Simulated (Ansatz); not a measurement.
F2H5NSi2 (`N[SiH](F)[SiH2]F`) at its PBE0-D4/def2-TZVP geometry, where that method's forces vanish. Total charge 0; spin multiplicity 1.

```xyz
10

N     0.0088    0.2599    1.7071
Si   -0.8602   -0.1697    0.3146
F    -2.0559    0.8368   -0.0690
Si    0.7006   -0.1661   -1.4424
F     1.8293    0.9214   -1.0637
H    -0.3395    0.1053    2.6388
H     0.7347    0.9570    1.6827
H    -1.5191   -1.4753    0.5636
H     0.1273    0.2162   -2.7584
H     1.3739   -1.4853   -1.5733
```

Q: What forces (eV/Å) does r2SCAN-D4/def2-TZVPP give on these atoms in Ansatz? (An estimate is asked.)

A: The calculation gave: 
```
N1   0.006 -0.013 -0.014
Si2  0.001 -0.079 -0.053
F3  -0.050  0.045 -0.009
Si4 -0.030 -0.042 -0.011
F5   0.036  0.038  0.020
H6   0.016  0.015  0.033
H7   0.012  0.016  0.027
H8   0.010  0.018  0.005
H9   0.010 -0.014  0.014
H10 -0.012  0.016 -0.011
```
